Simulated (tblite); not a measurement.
Species: C3H10OSi2.
Cartesian coordinates in Å at the GFN2-xTB level; atoms count from 1:
```xyz
16
C3H10OSi2 angstrom
C      1.8933    1.2695   -0.3871
C      1.7989   -0.0024   -0.0332
Si     0.2079   -1.0154   -0.0618
C     -0.2589   -1.5453    1.7010
O     -1.0105   -0.1310   -0.6737
Si    -1.9233    1.1134   -1.1519
H      2.8216    1.8207   -0.3560
H      1.0288    1.8181   -0.7278
H      2.6960   -0.5101    0.3016
H      0.3198   -2.1546   -0.9798
H     -0.3709   -0.6867    2.3580
H     -1.1979   -2.0907    1.7090
H      0.5014   -2.1912    2.1289
H     -3.2629    0.5571   -1.3259
H     -1.3613    1.6193   -2.4051
H     -1.8896    2.1384   -0.1076
```

All values are computed: GFN2-xTB (tblite) harmonic vibrations without scaling, gas phase. This tight-binding method is rough: wavenumbers can miss measured ones by several per cent, in bad cases by 10 to 20. Modes of hydrogen on silicon can be 10 to 20 % off. One conformer, not necessarily the lowest.

Harmonic wavenumbers (cm⁻¹): 31.5, 57.5, 68.5, 91.7, 108.2, 149.4, 179.6, 219.5, 365.1, 482.1, 528.5, 601.6, 611.2, 642.4, 647.1, 712.0, 763.4, 778.6, 787.4, 813.7, 825.6, 846.5, 920.4, 1004.9, 1032.6, 1098.4, 1277.4, 1371.4, 1417.5, 1484.3, 1487.8, 1669.5, 2208.4, 2234.7, 2248.3, 2274.4, 3027.9, 3030.4, 3042.7, 3048.6, 3066.5, 3092.4.

A = 2698, B = 1630, C = 1139 MHz; mass 118.027 u (most abundant isotopes); point group C1, symmetry number 1.

Problem. What is the zero-point energy?

Solution. ½Σν̃ = 25175 cm⁻¹ = 301.16 kJ/mol.

Problem. What is S at 273.15 K and 1 bar for an ideal gas of classical rigid rotors and harmonic oscillators?

Solution. Translation 166.54, rotation 118.37, vibration 133.29: S = 418.2 J/(mol K).

Problem. And Cp and H(273.15 K) − H(0)?

Solution. Cp = 150.03 J/(mol K), of which vibrations give 116.77 (their classical limit is 42 R = 349.2); H(273.15 K) − H(0) = 26.69 kJ/mol without the zero-point energy, 17.61 from vibrations.

Problem. Blend soft modes into free rotors: weight 1/[1 + (100 cm⁻¹/ν̃)⁴] for the oscillator and the rest for a rotor with moment μB/(μ + B), μ = h/(8π²ν), B = 10⁻⁴⁴ kg m². What vibrational entropy results?

Solution. 117.22 J/(mol K) in place of 133.29, which changes −T·S at 273.15 K by +4.39 kJ/mol.

Problem. Which modes carry the vibrational entropy at 273.15 K?

Solution. 31.5 cm⁻¹: 23.26; 57.5 cm⁻¹: 18.28; 68.5 cm⁻¹: 16.84; 91.7 cm⁻¹: 14.45; 108.2 cm⁻¹: 13.10; 149.4 cm⁻¹: 10.52 J/(mol K); the other 36 give 36.86 together.

Problem. How do the functions run with temperature in this model?

Solution. 
```tsv
T (K)	S (J/(mol K))	Cp (J/(mol K))	H − H(0) (kJ/mol)	G − H(0) (kJ/mol)	ln q(vib)
50	251.7	66.5	2.40	-10.18	1.02
100	305.1	87.8	6.32	-24.19	2.85
298.15	431.7	159.2	30.56	-98.16	8.98
373.15	470.2	184.3	43.46	-132.00	11.03
500	529.2	218.5	69.11	-195.47	14.33
750	627.4	265.7	130.08	-340.46	20.29
1000	708.4	297.2	200.69	-507.74	25.61
```

q(vib) and H(0) count from the zero-point level.

Problem. What must be added to the electronic energy to get the Gibbs energy at 273.15 K and 1 bar?

Solution. ZPE + [H(273.15 K) − H(0)] − T·S = 301.16 + 26.69 − 114.23 = 213.62 kJ/mol.

Hindered rotation and anharmonicity are outside this model. Other conformers, if any are populated, would add a mixing term that is left out. The structure is chiral; the term R ln 2 for an equal mix with its mirror image is left out.
